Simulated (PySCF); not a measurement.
All of these have the formula C5H9NSi. The calculation used PySCF 2.14.0, density-fitted response routines, TDDFT wB97X-D/def2-SVPD, vertical, gas phase, core orbitals frozen in the response. Geometries: GFN2-xTB; one conformer of each isolated species. Triplets are in the Tamm–Dancoff approximation.

A. `C=C/C=N\[SiH2]C=C`
B. `N#CC[C@@H]1CC[SiH2]1`
C. `C=N[Si@@H](C)C#CC`
D. `N#C[SiH]1CCCC1`

Lowest singlet levels (six at most, fewer where fewer were computed) with oscillator strengths:

1. 306 nm (f 0.000); 206 nm (f 0.002); 197 nm (f 0.008); 194 nm (f 0.001); 188 nm (f 0.036); 177 nm (f 0.025); T1 3.50 eV
2. 175 nm (f 0.001); 169 nm (f 0.069); 168 nm (f 0.017); 155 nm (f 0.004); 154 nm (f 0.166); 152 nm (f 0.011); T1 6.02 eV
3. 343 nm (f 0.001); 208 nm (f 0.587); 199 nm (f 0.073); 195 nm (f 0.008); 187 nm (f 0.005); 184 nm (f 0.024); T1 3.14 eV
4. 173 nm (f 0.023); 169 nm (f 0.064); 164 nm (f 0.020); 158 nm (f 0.004); 157 nm (f 0.011); 155 nm (f 0.015); T1 6.44 eV

Question: Which spectrum belongs to which structure?

Answer: 1 = C, 2 = D, 3 = A, 4 = B.
- A: S1 at 3.62 eV, HOMO→LUMO (94%); Löwdin shares by element: HOMO nitrogen 56%, carbon 19% or more, silicon 11%; LUMO carbon 61% or more, nitrogen 23% (atoms not listed hold the other 16%); HOMO -8.78 and LUMO 0.04 eV.
- B: S1 at 7.17 eV, HOMO-1→LUMO (62%), HOMO→LUMO (30%); Löwdin shares by element: HOMO carbon 56% or more, silicon 21% (atoms not listed hold the other 23%); LUMO silicon 32%, hydrogen 20% or more, carbon 9% or more (atoms not listed hold the other 39%); HOMO -10.01 and LUMO 1.57 eV.
- C: S1 at 4.06 eV, HOMO→LUMO (95%); Löwdin shares by element: HOMO nitrogen 57%, carbon 16% or more, silicon 9%, hydrogen 6% or more; LUMO carbon 39% or more, nitrogen 31%, silicon 6%, hydrogen 6% or more (atoms not listed hold the other 18%); HOMO -8.75 and LUMO 1.09 eV.
- D: S1 at 7.08 eV, HOMO→LUMO+1 (34%), HOMO-1→LUMO (19%), HOMO-5→LUMO+1 (9%); Löwdin shares by element: HOMO carbon 43% or more, silicon 19%, nitrogen 7% (atoms not listed hold the other 31%); LUMO carbon 31% or more, silicon 25%, nitrogen 22% (atoms not listed hold the other 21%); HOMO -10.42 and LUMO 1.32 eV.
B and D have S1 within 0.09 eV of each other; their strongest listed levels stand at 7.32 eV (f 0.064) and 8.03 eV (f 0.166).
